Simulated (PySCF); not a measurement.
# Ru²⁺ (ruthenium, charge +2) across methods

[Kr] 4d5 5p1, high-spin 7P determinant (an excited configuration). All numbers are calculated (PySCF 2.14, the spin-free X2C one-electron Hamiltonian (Gaussian nucleus), in x2c-TZVPPall with one added diffuse shell each of s, p, d, f type (9s7p7d3f1g, 95 functions)).

```
 method  E (hartree)  mean ε 4p β (eV)  mean ε 4d α (eV)  mean ε 5p α (eV)  Σ⟨r²⟩ (bohr²)    ⟨S²⟩
    PBE     -4528.67           -69.142           -30.160           -16.069          37.70  12.000
   PBE0     -4528.76           -71.762           -32.206           -16.692          37.71  12.000
    LDA     -4524.00           -69.481           -30.215           -16.223          37.59  12.000
   TPSS     -4528.90           -69.400           -30.170           -15.973          37.71  12.000
    UHF  -4526.89743           -78.062           -37.490           -18.141          38.24  12.001
  TPSSh     -4528.91           -70.416           -30.986           -16.224          37.71  12.000
LC-wPBE     -4528.66           -74.444           -35.002           -18.744          37.63  12.000
 r2SCAN     -4529.09           -69.890           -30.691           -16.128          37.60  12.000
```
